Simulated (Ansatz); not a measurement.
Computed with Ansatz on PBE0-D4/def2-TZVP structures; ΔE is electronic, products minus reactants. CBS: MP2 limit from def2 TZ/QZ plus the TZ coupled-cluster correction, frozen cores. DFT in def2-TZVPP. B3LYP here is the variant with VWN-RPA as its local correlation; programs differ in this. For Zn outer-core shells are correlated without core-valence functions, which leaves a few kJ/mol of doubt a bond. Scalar relativity is left out up to krypton. Each species was taken in one conformer, which may not be the lowest.

`O[SiH2][CH2][ZnH]` + `CCO[SiH3]` → `[SiH3]O[CH2][ZnH]` + `CC[SiH2]O`  (redistribution)

**Question.** Is it downhill or uphill in electronic energy at CCSD(T)/CBS, and by how much? (Best estimate.)

**Answer.** The calculation gave: Uphill: ΔE = +16.4 kcal/mol.

**Question.** What do these levels give: PBE-D4, r2SCAN-D4, PBE0-D4, ωB97M-V, B2PLYP, PBE, B3LYP, SCS-MP2/def2-TZVPP, CCSD/def2-TZVPP, SCS-MP2/def2-QZVPP, HF/CBS(def2), MP2/CBS(def2)? (An estimate is asked.)

**Answer.** Ansatz gave: PBE-D4 15.0, r2SCAN-D4 16.9, PBE0-D4 16.1, ωB97M-V 16.3, B2PLYP 15.6, PBE 14.8, B3LYP 14.7, SCS-MP2/def2-TZVPP 16.2, CCSD/def2-TZVPP 16.3, SCS-MP2/def2-QZVPP 16.1, HF/CBS(def2) 16.6, MP2/CBS(def2) 16.8 kcal/mol.

Largest T1 diagnostic among the species: 0.014.

From PBE to PBE0 (25 % exact exchange), in def2-TZVPP and without D4, ΔE moves by +1.2 kcal/mol.
